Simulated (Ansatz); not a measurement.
C2H6SZn, SMILES `CS[CH2][ZnH]` at its PBE0-D4/def2-TZVP geometry, where that method's forces vanish. Total charge 0; spin multiplicity 1.

```xyz
10

C     0.2635   -0.2149   -1.5336
S    -1.1561    0.4789   -0.6821
C    -0.8793   -0.1671    0.9853
Zn    0.7476    0.6557    1.6900
H     0.2438   -1.3063   -1.5053
H     0.2088    0.1089   -2.5736
H     1.2090    0.1400   -1.1118
H    -1.7364    0.1757    1.5730
H    -0.9134   -1.2591    0.9780
H     2.0124    1.3882    2.1802
```

(1) What forces (eV/Å) does r2SCAN-D4/def2-TZVPP give on these atoms in Ansatz? (An estimate is asked.)

Results:

(1) Ansatz gave: 
```
C1   0.118 -0.065 -0.097
S2  -0.125  0.149 -0.054
C3   0.099 -0.022  0.196
Zn4  0.100  0.061  0.004
H5   0.005  0.009  0.002
H6   0.006 -0.010  0.021
H7  -0.002 -0.002  0.011
H8   0.003 -0.010 -0.001
H9  -0.008 -0.008  0.001
H10 -0.197 -0.101 -0.083
```
